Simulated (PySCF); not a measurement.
Compound: iodotrifluorosilane, F₃ISi.
SMILES: `F[Si](F)(F)I`

The calculation used PBE0-D3(BJ)/def2-SVP geometry optimisation, gas phase, def2 core potentials past Kr (PySCF).

Masses are those of the commonest isotopes; rigid-rotor values at the optimised geometry. 

(1) What are A, B and C (cm⁻¹)?

(2) What kind of rotor is it?

(3) Where do the R-branch lines fall?

(4) Estimate the classical rotational partition function at 25 K, 200 K and 298.15 K.

Answers

(1) Ia = 126.67, Ib = 458.82, Ic = 459.11 u·Å²; 505379 MHz·u·Å²/I gives 3990, 1101 and 1101 MHz, that is A = 0.13308, B = 0.03674, C = 0.03672 cm⁻¹.

(2) A prolate symmetric top, as the point group C3v requires two equal moments; the computed ones differ by 0.06 % because the geometry is symmetric only within the optimiser's tolerance; Ray's κ = -1.000.

(3) The dipole of 1.26 D lies along the symmetry axis, so ΔK = 0 and J+1 ← J falls at 2B(J+1) for every K: 2.20 GHz, 4.40 GHz, 6.61 GHz, 8.81 GHz, 11.01 GHz for J = 0 to 4.

(4) Point group C3v, symmetry number σ = 3; q = (√π/σ)·√((kT/h)³/(ABC)), k/h = 20836.6 MHz/K: 3190 at 25 K, 72300 at 200 K, 132000 at 298.15 K.

Not checked by PBE0-D3(BJ)/def2-SVP frequencies. Zero-point vibration and centrifugal distortion are left out.

On one thread, Intel Xeon 6975P-C (x86_64), shared host with 192 logical CPUs at a one-minute load of 76, this took 22 s of wall time and 0.38 GiB of memory at its peak. These figures are those of the optimisation.
